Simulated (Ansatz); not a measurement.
System: sum formula SnOF, net charge 0, doublet state. It need not be the lowest isomer of its formula. 
Structure (B3LYP-D3(BJ)/def2-TZVP (Ansatz, a quantum-chemistry and plane-wave program) minimum search):
SMILES: [Sn]([F])=[O]
```xyz
3

Sn     0.1455    -0.1506     0.2621
O      0.8874     0.1914    -1.5703
F     -1.5973     0.6663    -0.0604
```
Charge 0, spin multiplicity 2.

Quantity: vertical electron affinity (to the singlet state of charge -1; a negative value means that the extra electron is unbound and the number depends on the basis; each state is the SCF solution reached for its spin; for the singlet the Hartree-Fock reference is unstable and T1 is 0.032), in eV. Correlated levels leave the core frozen unless marked. Open shells are spin-unrestricted. Spin-orbit coupling is left out. Frozen are the shells of the preceding noble gas and the d and f shells that filled before the atom's block. In def2 rows, elements after Kr have scalar-relativistic effective core potentials. Anions need diffuse functions: def2-D sets add few. 

```json
[
 {"level": "PBE0/def2-TZVPD", "program": "Ansatz", "vertical electron affinity (eV)": "2.57"},
 {"level": "wB97X/def2-TZVPD", "program": "Ansatz", "vertical electron affinity (eV)": "2.60"},
 {"level": "MP2/def2-TZVPPD", "program": "Ansatz", "vertical electron affinity (eV)": "3.35"},
 {"level": "SCS-MP2/def2-TZVPPD", "program": "Ansatz", "vertical electron affinity (eV)": "3.10"},
 {"level": "CCSD/def2-TZVPPD", "program": "Ansatz", "vertical electron affinity (eV)": "2.52"},
 {"level": "CCSD(T)/def2-TZVPPD", "program": "Ansatz", "vertical electron affinity (eV)": "2.85"}
]
```
